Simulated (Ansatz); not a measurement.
The inner images of a band of FGeH$_{3}$ (5 atoms, charge 0, multiplicity 1) are given out of order.

Method: RKS PBE0/def2-SVP (Ansatz).

Initial state:

```xyz
5
Properties=species:S:1:pos:R:3
Ge 0.260 0.000 0.101
F 0.331 0.000 1.844
H 1.712 0.000 -0.398
H -0.493 1.274 -0.308
H -0.493 -1.274 -0.308
```

Final state:

```xyz
5
Properties=species:S:1:pos:R:3
Ge -0.016 0.000 -0.792
F 1.174 0.000 1.212
H 2.048 0.000 0.900
H -0.944 1.145 -0.195
H -0.944 -1.145 -0.195
```

Put them in order from the first end to the last, with their energies above the first end.
A.
```xyz
5
Properties=species:S:1:pos:R:3
Ge 0.250 0.000 0.068
F 0.466 0.000 1.798
H 1.748 0.000 -0.237
H -0.574 1.236 -0.349
H -0.574 -1.236 -0.349
```
B.
```xyz
5
Properties=species:S:1:pos:R:3
Ge 0.074 0.000 -0.686
F 1.168 0.000 1.353
H 1.871 0.000 0.736
H -0.898 1.166 -0.236
H -0.898 -1.166 -0.236
```
C.
```xyz
5
Properties=species:S:1:pos:R:3
Ge 0.146 0.000 -0.540
F 1.134 0.000 1.427
H 1.676 0.000 0.601
H -0.820 1.207 -0.279
H -0.820 -1.207 -0.279
```
D.
```xyz
5
Properties=species:S:1:pos:R:3
Ge 0.223 0.000 -0.219
F 0.840 0.000 1.586
H 1.685 0.000 0.296
H -0.717 1.226 -0.366
H -0.717 -1.226 -0.366
```
E.
```xyz
5
Properties=species:S:1:pos:R:3
Ge 0.199 0.000 -0.352
F 0.991 0.000 1.512
H 1.639 0.000 0.431
H -0.757 1.224 -0.330
H -0.757 -1.224 -0.330
```
F.
```xyz
5
Properties=species:S:1:pos:R:3
Ge 0.237 0.000 0.004
F 0.595 0.000 1.723
H 1.757 0.000 -0.056
H -0.636 1.226 -0.370
H -0.636 -1.226 -0.370
```
G.
```xyz
5
Properties=species:S:1:pos:R:3
Ge 0.229 0.000 -0.093
F 0.717 0.000 1.647
H 1.734 0.000 0.127
H -0.682 1.226 -0.375
H -0.682 -1.226 -0.375
```

A (+2.8 kcal/mol), F (+12.4 kcal/mol), G (+30.2 kcal/mol), D (+51.6 kcal/mol), E (+62.0 kcal/mol), C (+51.8 kcal/mol), B (+47.0 kcal/mol).

The run took 80 s on 1 thread of Arm Neoverse V1, with other jobs on the host, peak memory 0.12 GiB.
